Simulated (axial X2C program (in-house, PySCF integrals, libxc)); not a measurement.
**Density and ELF of YC**

Computed with an in-house all-electron X2C program for linear molecules (integrals from PySCF). Two-component (2c) means X2C with spin–orbit coupling and atomic mean-field two-electron Coulomb and Gaunt terms. Basis: Y dyall-cv3z [11s12p9d6f3g], C dyall-v3z [7s6p2d1f] (cores contracted in-house); Gaussian nuclei, density fitting, unrestricted open shells. Masses: Y 88.906 u, C 12.000 u.

PBE0, with spin–orbit coupling, state Ω = 5/2 (⟨Sz⟩ = 1.50, ⟨Lz⟩ = 1.00 at PBE0); Y at z = 0, C at z = 1.998 Å.

The maps cover the half plane through the axis: z from -2.4 to 4.2 Å along the bond, ρ from 0.15 to 2.25 Å away from it (steps of 0.3 Å, the bottom row nearest the axis).

log10 of the density in e/bohr³:

digits 0 to 9 span -4.55 to 1.57 evenly
```
11222222222222222111000
12222333333333332221100
22233333333333333322110
22333344444444444332211
22333445554445554433221
22334556665555555543321
23334567776556666544321
23345668986666786554321
```

Electron localisation function (collinear form, no current term, damped to 0 at low density):

digits 0 to 9 span 0.00 to 1.00 evenly
```
14678875432111111000000
36788764211123332110000
57776432111135554321000
66653211110146766542100
66421124431157887764200
54211367875258888876310
53212683147358648887420
43113765356456183887520
```

Axial spin density in 10⁻³ e/bohr³:

digits 0 to 9 span -9.94 to 9.94 evenly, values beyond are clipped
```
55555555555555555555555
55555666655555555555555
55556666666555555555555
55566677776666666655555
55666667776788999865555
55667766866999999996555
55678999856999999997655
56679995959999999998655
```

Occupations by symmetry block were frozen at the best pattern of an incomplete PBE0 search. Density functionals use the spin component along the axis (collinear). PBE0 can misorder states that lie within some tenths of an eV, so this need not be the ground state of the molecule. The nearest other spin-free determinant of the search, M_S = 1/2, Λ = 1, lies 0.07 eV up at the distance of the search. The functionals have no current-density term, which raises determinants with orbital currents, atoms included. With several unpaired electrons one determinant need not be a pure state. A state of lower Ω lies just above, and one determinant can place such states too high, so the state shown need not be the lowest. The search has Ω = 1/2 only 0.02 eV up.
